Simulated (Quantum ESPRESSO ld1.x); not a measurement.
As I, 33 electrons, occupied as [Ar] 3d10 4p5 (not the ground configuration).

Method: scalar-relativistic Kohn-Sham, LDA (Slater exchange, Perdew-Wang correlation), spin-polarised, spherical densities, point nucleus; open shells are filled with parallel spins first; computed with ld1.x of Quantum ESPRESSO 7.5.

Energy parts (hartree):
| part | energy |
|---|---|
| total | -2257.0535 |
| kinetic | 2299.6455 |
| electron-nucleus | -5440.3597 |
| Hartree | 964.0593 |
| exchange-correlation | -80.3986 |

Orbitals (lengths in bohr, moments of r in powers of bohr; <r^-3> diverges for s and p1/2):
1s up: occ. 1; eigenvalue (hartree) -430.043; <r^4> 0.00002008; <r^2> 0.002794; <r> 0.04556
1s down: occ. 1; eigenvalue (hartree) -430.041; <r^4> 0.00002008; <r^2> 0.002794; <r> 0.04556
2s up: occ. 1; eigenvalue (hartree) -54.6654; <r^4> 0.004095; <r^2> 0.04864; <r> 0.2031
2s down: occ. 1; eigenvalue (hartree) -54.6643; <r^4> 0.004095; <r^2> 0.04864; <r> 0.2031
2p up: occ. 3; eigenvalue (hartree) -48.0002; <r^4> 0.002983; <r^2> 0.03853; <r^-3> 1105; <r> 0.1774
2p down: occ. 3; eigenvalue (hartree) -47.9986; <r^4> 0.002983; <r^2> 0.03853; <r^-3> 1105; <r> 0.1774
3s up: occ. 1; eigenvalue (hartree) -7.08407; <r^4> 0.2759; <r^2> 0.4143; <r> 0.5994
3s down: occ. 1; eigenvalue (hartree) -7.08167; <r^4> 0.2754; <r^2> 0.4141; <r> 0.5993
3p up: occ. 3; eigenvalue (hartree) -5.02263; <r^4> 0.3476; <r^2> 0.4488; <r^-3> 153.7; <r> 0.6178
3p down: occ. 3; eigenvalue (hartree) -5.01981; <r^4> 0.3464; <r^2> 0.4483; <r^-3> 153.8; <r> 0.6176
3d up: occ. 5; eigenvalue (hartree) -1.62052; <r^4> 0.7813; <r^2> 0.5788; <r^-3> 16.99; <r> 0.6768
3d down: occ. 5; eigenvalue (hartree) -1.61613; <r^4> 0.7681; <r^2> 0.5752; <r^-3> 17.03; <r> 0.6752
4p up: occ. 3; eigenvalue (hartree) -0.25197; <r^4> 82.38; <r^2> 6.755; <r^-3> 9.950; <r> 2.396
4p down: occ. 2; eigenvalue (hartree) -0.22792; <r^4> 90.93; <r^2> 7.022; <r^-3> 9.709; <r> 2.437

The highest occupied level is 4p down at -6.202 eV. Summed over all electrons, <r^2> = 43.93 bohr^2, which gives a Langevin (diamagnetic) susceptibility term of -34.8 x 10^-6 cm^3/mol. Spin moment in Bohr magnetons: 1.
